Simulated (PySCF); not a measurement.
C₃H₈AlCl₃S.
Bonds: C1–S2, S2–C3, S2–Al4, Al4–C5, C5–Cl6, C5–Cl7, C5–Cl8. Hydrogens: H9, H10, H11 on C1; H12, H13, H14 on C3; H15, H16 on Al4.

Method used: PySCF, delta-SCF UKS SCAN, pcX-2 on the ionised atom, pcseg-1 elsewhere, spin-free X2C. Binding energies are ΔSCF values: E(core-ionised, relaxed orbitals) − E(ground state) at a fixed geometry, referred to the vacuum level.

Some binding energies are withheld.

| atom(s) | bonded to | level | binding energy (eV) |
| --- | --- | --- | --- |
| C1/C3 | S and 3 H | C 1s | 292.09 |
| C5 | 3 Cl and Al | C 1s | 293.58 |
| Al4 | S, C and 2 H | Al 1s | ? |
| S2 | 2 C and Al | S 1s | ? |
| Cl6/Cl7/Cl8 | C | Cl 1s | 2828.43 |
| Cl6/Cl7/Cl8 | C | Cl 2p3/2 | ? |

(1) Fill in Al 1s for Al4.

(2) Fill in S 1s for S2.

(3) Fill in Cl 2p3/2 for Cl6/Cl7/Cl8.

## Answers

(1) 1566.06 eV (aluminium bonded to C, S and 2 H).

(2) 2478.65 eV (sulfur bonded to Al and 2 C).

(3) 205.84 eV (chlorine of a CCl3 group), with 2p1/2 at 207.49 eV.

Lowest listed C 1s: C1/C3, bonded to S and 3 H. Highest, 1.49 eV above it: C5, bonded to 3 Cl and Al.

What is the longest wavelength that can ionise C 1s of C1/C3 vertically?

λ = hc/E = 12398.42 eV Å / 292.09 eV = 42.447 Å.

Topologically equivalent atoms share the value of their first member; where this conformer doesn't relate them by symmetry, their own values could differ. Not every level is listed. Spin–orbit and ligand-field terms were added within each 2p shell after the spin-free SCF. 2p1/2 minus 2p3/2 (ligand field included): Cl 1.65 eV. One conformer (not necessarily the lowest) at the PBE0-D3(BJ)/def2-SVP geometry, without solvent, vibrations or thermal averaging.

The values belong to the conformer `[CH3:1][S+:2]([CH3:3])[AlH2-:4][C:5]([Cl:6])([Cl:7])[Cl:8]`: C1–S2–Al4–C5 -78°, S2–Al4–C5–Cl6 67°.
